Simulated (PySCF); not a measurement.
Cl2HNOW, SMILES [NH]=[W]([Cl])(=[O])[Cl], multiplicity 1. Atoms are numbered in the order given.

```xyz
6

W      0.0243    -0.1905     0.0000
O      1.4572    -1.1329     0.0000
N     -1.3437    -1.2981     0.0000
H     -1.6560    -2.2762     0.0000
Cl    -0.0704     1.0154    -1.9484
Cl    -0.0704     1.0154     1.9484
```
Charge 0, spin multiplicity 1.

Geometry optimised at PBE-D3(BJ)/def2-SVP. The multiplicity is an assumed one; no other spin state was optimised. The structure was generated by enumeration; whether it is a known compound was not checked. The def2 effective core potentials stand for the cores of W; spin–orbit coupling is left out.

Method: PySCF with PBE/def2-TZVP.

ESP charges are fitted to the potential on shells at 1.4 to 2.0 van der Waals radii. Atomic charges (e):

```csv
atom,Löwdin,Mulliken,ESP fit
W1,0.18,1.14,0.68
O2,?,-0.37,-0.30
N3,?,-0.48,-0.58
H4,0.16,0.26,0.39
Cl5,?,-0.27,-0.10
Cl6,?,-0.27,-0.10
```

Task: Some entries are withheld; supply them. (Estimate from the structure and the level; the computed values follow.)

Result: 
- O2, Löwdin: -0.23
- N3, Löwdin: -0.30
- Cl5, Löwdin: 0.09
- Cl6, Löwdin: 0.09
